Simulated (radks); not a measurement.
Problem. The mean radii <r> (bohr) of the occupied orbitals of an atom or ion are listed with their occupations. Calculated with a radial shooting solver on a logarithmic mesh with Libxc functionals: scalar-relativistic Kohn-Sham, LDA (Slater exchange, Perdew-Wang correlation), spin-polarised, spherical densities, point nucleus.

| orbital | occ. | <r> |
|---|---|---|
| 1s up | 1 | 0.04867 |
| 1s down | 1 | 0.04867 |
| 2s up | 1 | 0.2183 |
| 2s down | 1 | 0.2182 |
| 2p up | 3 | 0.1910 |
| 2p down | 3 | 0.1909 |
| 3s up | 1 | 0.6487 |
| 3s down | 1 | 0.6493 |
| 3p up | 3 | 0.6725 |
| 3p down | 3 | 0.6733 |
| 3d up | 5 | 0.7633 |
| 3d down | 4 | 0.7661 |
| 4s up | 1 | 2.086 |
| 4s down | 1 | 2.092 |
| 4p up | 1 | 2.662 |
| 5s up | 1 | 6.462 |

Name the element and its charge. Open shells, if any, are filled with parallel spins first.

Solution. Z = 31, gallium, charge 0: Ga in [Ar] 3d9 4s2 4p1 5s1. The 1s radius gives Z: for a bare nucleus <r> = (2 gamma + 1)/(2Z) with gamma = sqrt(1 - (Z/c)^2), 0.04755 bohr for Z = 31, and screening makes it slightly larger (0.04867 here). The occupations add up to 31, and the charge is Z minus that.
